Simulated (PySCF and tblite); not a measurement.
Values are calculated unless marked as measured or tabulated.
2 diastereomers of C₆H₆FN, numbered alike:

| isomer | SMILES | descriptors (one enantiomer) |
| --- | --- | --- |
| A | [CH3:1][C:2]1=[CH:3][C@@H:4]([F:5])[C@@H:6]1[C:7]#[N:8] | 4R, 6S |
| B | [CH3:1][C:2]1=[CH:3][C@H:4]([F:5])[C@@H:6]1[C:7]#[N:8] | 4S, 6S |

Protocol: conformer search, at most 6 conformers an isomer, GFN2-xTB geometries, energies PBE0/pcSseg-1 (D3(BJ) added where defined), weights at 298.15 K with GFN2-xTB thermal terms. Programs: PySCF with density fitting and tblite.

Equilibrium rotational constants and dipole components of each isomer's leading conformer, in random order:

```json
{"set": "P", "A (MHz)": "2560", "B (MHz)": "2155", "C (MHz)": "1305", "abs μa": "3.90", "abs μb": "2.85", "abs μc (D)": "2.09"}
{"set": "Q", "A (MHz)": "2489", "B (MHz)": "1963", "C (MHz)": "1213", "abs μa": "1.20", "abs μb": "3.37", "abs μc (D)": "0.20"}
```

(1) Match sets and isomers.

The whole study took 110 s on 1 thread of Arm Neoverse V1, on a host shared with other jobs (rough), peak memory 1 GiB, launched as `OMP_NUM_THREADS=1 python ens_run.py task.json out`.

Results:

(1) P is B (C1), Q is A (C1).
